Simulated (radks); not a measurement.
Results of a calculation; reference values are marked as such.
All-electron atom: Sc in [Ar] 3d1 4s2. Level of theory: scalar-relativistic Kohn-Sham, PBEsol, spin-polarised, spherical densities, point nucleus; open shells are filled with parallel spins first (a radial shooting solver on a logarithmic mesh with Libxc functionals).

Radial electron density D(r) = 4 pi r^2 rho(r):

r (bohr)  D(r) (e/bohr)    spin D(r)
0.003601         0.9246   0.00000393
0.004125          1.183   0.00000501
0.004726          1.510   0.00000635
0.005415          1.919   0.00000802
0.006203          2.429    0.0000101
0.007107          3.060    0.0000125
0.008142          3.833    0.0000154
0.009329          4.771    0.0000187
0.01069           5.897    0.0000224
0.01224           7.228    0.0000261
0.01403           8.777    0.0000296
0.01607           10.54    0.0000321
0.01841           12.51    0.0000323
0.0211            14.64    0.0000284
0.02417           16.85    0.0000173
0.02769           19.06  -0.00000528
0.03172           21.12   -0.0000455
0.03635           22.87    -0.000112
0.04164           24.14    -0.000215
0.04771           24.78    -0.000370
0.05466           24.69    -0.000589
0.06262           23.90    -0.000886
0.07174           22.53     -0.00127
0.08219           20.89     -0.00172
0.09417           19.37     -0.00219
0.1079            18.43     -0.00258
0.1236            18.44     -0.00266
0.1416            19.53     -0.00210
0.1622            21.51    -0.000327
0.1844            23.71      0.00315
0.2113            25.63      0.00980
0.242             26.31       0.0208
0.2773            25.21       0.0377
0.3177            22.24       0.0622
0.364             17.97       0.0957
0.417             13.40        0.139
0.4777            9.632        0.193
0.5473            7.448        0.256
0.6271            6.969        0.326
0.7184            7.653        0.395
0.8231            8.589        0.454
0.943             8.959        0.496
1.08              8.371        0.513
1.238             6.950        0.503
1.418             5.149        0.470
1.625             3.464        0.419
1.861             2.207        0.356
2.133             1.446        0.291
2.443             1.069        0.228
2.799            0.9014        0.169
3.207            0.7957        0.115
3.674            0.6714       0.0693
4.209            0.5131       0.0352
4.823            0.3445       0.0136
5.525            0.1996      0.00274
6.33            0.09934     -0.00104
7.252           0.04223     -0.00148
8.309           0.01509    -0.000923
9.519          0.004415    -0.000394
10.91          0.001031    -0.000122
12.49         0.0001875   -0.0000280

D(r) has 3 maxima, at r = 0.0505, 0.240, 0.928 bohr, and minima at 0.116, 0.612 bohr, inside which lie 2.15, 10.39 electrons.
